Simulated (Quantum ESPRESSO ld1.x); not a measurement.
Problem. Ga V, 27 electrons, occupied as [Ne] 3s2 3p5.5 3d9 4f0.5 (fractional occupations, a model configuration). Method: Dirac Kohn-Sham, PBE, spin-unpolarised, spherical densities, point nucleus; open shells fill j = l - 1/2 first; computed with ld1.x of Quantum ESPRESSO 7.5. Some entries of the table are withheld. Estimate them.

orbital  occ.  eigenvalue (hartree)  <r> (bohr)  <r^2> (bohr^2)
1s1/2       2              -378.492     0.04860        0.003178
2s1/2       2              -48.9587      0.2175             (1)
2p1/2       2              -43.6438      0.1882         0.04352
2p3/2       4              -42.6265      0.1917         0.04503
3s1/2       2              -7.91206      0.6439          0.4774
3p1/2       2              -6.18085         (2)          0.5092
3p3/2     3.5              -6.04276         (3)          0.5242
3d3/2       4              -3.11404      0.7230          0.6513
3d5/2       5              -3.09462      0.7269          0.6582
4s1/2       0              -2.02081       1.764           3.508
4p1/2       0                   (4)       1.976             (5)
4p3/2       0                   (6)       1.997             (7)
4f5/2     0.5                   (8)       3.671           15.08
4f7/2       0                   (9)       3.671           15.09

Solution. 
(1) 2s1/2 <r^2> (bohr^2): 0.05588
(2) 3p1/2 <r> (bohr): 0.6587
(3) 3p3/2 <r> (bohr): 0.6685
(4) 4p1/2 eigenvalue (hartree): -1.61826
(5) 4p1/2 <r^2> (bohr^2): 4.424
(6) 4p3/2 eigenvalue (hartree): -1.60136
(7) 4p3/2 <r^2> (bohr^2): 4.517
(8) 4f5/2 eigenvalue (hartree): -0.64699
(9) 4f7/2 eigenvalue (hartree): -0.64697
